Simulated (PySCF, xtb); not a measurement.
B(OEt)(NH2)(NMe2) (C₄H₁₃BN₂O), SMILES CN(C)B(OCC)N.

xtb 6.7.1 with GFN2-xTB at its own geometry gives an orbital gap of 6.68 eV and a dipole moment of 1.46 D.

Geometry optimised at B3LYP-D3(BJ)/def2-SVP. The values are those of a single conformer.

### Question
What does PySCF with HF/def2-SVP give? (Estimate from the structure and the level; the computed values follow.)

### Answer
gap 13.82 eV (levels -9.17 and 4.65 eV), dipole 1.80 D.
